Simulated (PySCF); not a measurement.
## SMILES c1c(SCOC=O)ocn1, C5H5NO3S

Molfile (atoms numbered from 1):
```
C5H5NO3S
     RDKit          3D

 15 15  0  0  0  0  0  0  0  0999 V2000
    3.6819   -0.6095    0.0377 O   0  0  0  0  0  0  0  0  0  0  0  0
    2.9617    0.0456   -0.6480 C   0  0  0  0  0  0  0  0  0  0  0  0
    1.7553    0.5064   -0.3172 O   0  0  0  0  0  0  0  0  0  0  0  0
    1.2504    0.1612    0.9514 C   0  0  0  0  0  0  0  0  0  0  0  0
    0.1287   -1.2790    0.8539 S   0  0  0  0  0  0  0  0  0  0  0  0
   -1.2143   -0.5490    0.0097 C   0  0  0  0  0  0  0  0  0  0  0  0
   -2.2225   -1.0951   -0.7342 C   0  0  0  0  0  0  0  0  0  0  0  0
   -3.0454   -0.0872   -1.1376 N   0  0  0  0  0  0  0  0  0  0  0  0
   -2.5322    0.9897   -0.6497 C   0  0  0  0  0  0  0  0  0  0  0  0
   -1.4157    0.7883    0.0703 O   0  0  0  0  0  0  0  0  0  0  0  0
    3.1910    0.3883   -1.6689 H   0  0  0  0  0  0  0  0  0  0  0  0
    0.6958    1.0158    1.3371 H   0  0  0  0  0  0  0  0  0  0  0  0
    2.0592   -0.1396    1.6231 H   0  0  0  0  0  0  0  0  0  0  0  0
   -2.4003   -2.1165   -0.9920 H   0  0  0  0  0  0  0  0  0  0  0  0
   -2.8980    1.9886   -0.7689 H   0  0  0  0  0  0  0  0  0  0  0  0
  1  2  2  0
  2  3  1  0
  3  4  1  0
  4  5  1  0
  5  6  1  0
  6  7  2  0
  7  8  1  0
  8  9  2  0
  9 10  1  0
 10  6  1  0
  2 11  1  0
  4 12  1  0
  4 13  1  0
  7 14  1  0
  9 15  1  0
M  END
```

The calculation used PySCF 2.14.0, GIAO KT3/pcSseg-1 magnetisability, rotational g tensor and spin-rotation constants, non-relativistic, gas phase. Geometry: GFN2-xTB.

Problem. Give the nuclear spin-rotation constants along the inertial axes (H = +C I·J) beside the isotropic shieldings.

Solution. Rotational constants 2.9226, 0.6321, 0.5837 GHz. A star marks the isotopologue with that one atom substituted, in its own axes.
| atom | isotope | Caa (kHz) | Cbb (kHz) | Ccc (kHz) | mean (kHz) | σ (ppm) |
| --- | --- | --- | --- | --- | --- | --- |
| N8 | 14N | 0.474 | 0.109 | 0.071 | 0.218 | -18.6 |
| H11 | 1H | -0.257 | 0.003 | -0.004 | -0.086 | 23.8 |
| H12 | 1H | -0.127 | -0.046 | -0.005 | -0.060 | 25.9 |
| H13 | 1H | 0.043 | -0.035 | -0.044 | -0.012 | 25.3 |
| H14 | 1H | -0.294 | 0.006 | -0.006 | -0.098 | 24.7 |
| H15 | 1H | -0.200 | 0.026 | -0.040 | -0.071 | 24.0 |
| O1 | 17O* | -1.520 | -0.232 | -0.167 | -0.639 | -80.4 |
| C2 | 13C* | 1.027 | 0.198 | 0.215 | 0.480 | 33.4 |
| O3 | 17O* | -0.620 | -0.185 | -0.129 | -0.311 | 102.1 |
| C4 | 13C* | 0.748 | 0.126 | 0.112 | 0.329 | 119.2 |
| S5 | 33S* | 0.743 | 0.223 | 0.171 | 0.379 | 409.4 |
| C6 | 13C* | 1.060 | 0.226 | 0.153 | 0.480 | 46.7 |
| C7 | 13C* | 0.805 | 0.220 | 0.162 | 0.396 | 64.3 |
| C9 | 13C* | 1.065 | 0.221 | 0.164 | 0.483 | 42.5 |
| O10 | 17O* | -0.911 | -0.217 | -0.158 | -0.428 | 21.0 |

For the geometry as given, no vibrational averaging.
